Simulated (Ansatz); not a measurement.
Calculated with Ansatz (gas phase, PBE0-D4/def2-TZVP geometries, no zero-point term in ΔE). CCSD(T)/CBS is the MP2 limit (def2-TZVPP, def2-QZVPP) plus CCSD(T) − MP2 in def2-TZVPP, frozen cores. Each species was taken in one conformer, which may not be the lowest.

`C[SiH](N)CS` + `FCS` → `FCSCS` + `C[SiH2]N`  (substitution at a C–Si bond)

`C[SiH](N)CS`:

Cartesian coordinates in Å:
```
C -1.352 0.173 1.143
Si 0.256 0.547 0.285
N -0.108 1.138 -1.296
C 1.316 -0.992 0.092
S 0.515 -2.238 -0.952
H -1.168 -0.195 2.155
H -1.975 1.067 1.224
H -1.908 -0.594 0.599
H 1.059 1.510 1.103
H 0.620 1.518 -1.880
H -0.973 1.632 -1.447
H 2.311 -0.751 -0.294
H 1.457 -1.449 1.075
H -0.051 -1.367 -1.808
```

`FCS`:

Cartesian coordinates in Å:
```
F -1.381 0.291 -0.588
C -0.324 -0.346 0.017
S 0.814 0.783 0.811
H 0.189 -0.944 -0.737
H -0.714 -0.992 0.806
H 1.416 1.210 -0.310
```

`FCSCS`:

```xyz
10

F    -2.010    0.907   -0.689
C    -0.721    0.769   -1.160
S     0.504    1.182    0.061
C     0.344   -0.245    1.154
S     0.732   -1.860    0.446
H    -0.587   -0.267   -1.480
H    -0.577    1.455   -1.998
H     0.985   -0.036    2.011
H    -0.683   -0.319    1.513
H     2.011   -1.586    0.142
```

`C[SiH2]N`:

```xyz
10

C    -1.244   -0.014   -0.639
Si    0.586    0.197   -0.311
N     1.130   -0.202    1.272
H    -1.484    0.265   -1.669
H    -1.840    0.616    0.027
H    -1.555   -1.051   -0.491
H     0.944    1.623   -0.546
H     1.336   -0.674   -1.258
H     0.929    0.402    2.052
H     1.199   -1.162    1.565
```

```
      species  CCSD(T)/CBS(def2) energy (Eh)
`C[SiH](N)CS`                     -823.13136
        `FCS`                     -537.40796
      `FCSCS`                     -974.44010
   `C[SiH2]N`                     -386.08232
```

Problem. Work out ΔE.

Solution. ΔE = (-974.44010) + (-386.08232) − (-823.13136) − (-537.40796) = 0.01690 Eh = +44.4 kJ/mol.

Largest T1 diagnostic among the species: 0.012.

In def2-TZVPP, CCSD(T) changes the Hartree–Fock value by +5.4 kJ/mol (the triples alone add −0.8 kJ/mol) and MP2 by +4.0 kJ/mol. The D4 term adds +4.1 kJ/mol with B3LYP and +2.5 kJ/mol with PBE0; it sums over pairs of atoms, weighted by their polarisabilities, and B3LYP, whose exchange is more repulsive, gets the larger term. From PBE to PBE0 (25 % exact exchange), in def2-TZVPP and without D4, ΔE moves by +3.3 kJ/mol.

B3LYP here is the variant with VWN-RPA as its local correlation; programs differ in this.
